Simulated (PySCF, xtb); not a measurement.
C4H9NSi, SMILES N[SiH2]C1=CCC1. The values are those of a single conformer.

Harmonic wavenumbers (cm⁻¹) from GFN2-xTB in xtb at its own minimum, in rising order: 36, 119, 158, 205, 271, 339, 481, 510, 541, 569, 708, 725, 805, 835, 845, 892, 918, 994, 997, 1009, 1042, 1130, 1146, 1202, 1211, 1250, 1453, 1467, 1528, 1653, 2132, 2230, 2965, 2987, 2991, 3001, 3106, 3479, 3513.

What does TPSSh-D3(BJ)/def2-SVP (PySCF) give at its own minimum? (An estimate is asked for; the answer gives what the named calculation found.)

68, 113, 158, 207, 332, 346, 416, 475, 612, 676, 758, 811, 863, 880, 893, 925, 930, 962, 992, 1029, 1086, 1127, 1165, 1208, 1226, 1278, 1448, 1471, 1558, 1636, 2182, 2238, 3030, 3040, 3079, 3095, 3175, 3539, 3631. Paired by order, the mean absolute difference is 40 cm⁻¹ and the zero-point energies are 73.5 and 75.3 kcal/mol.
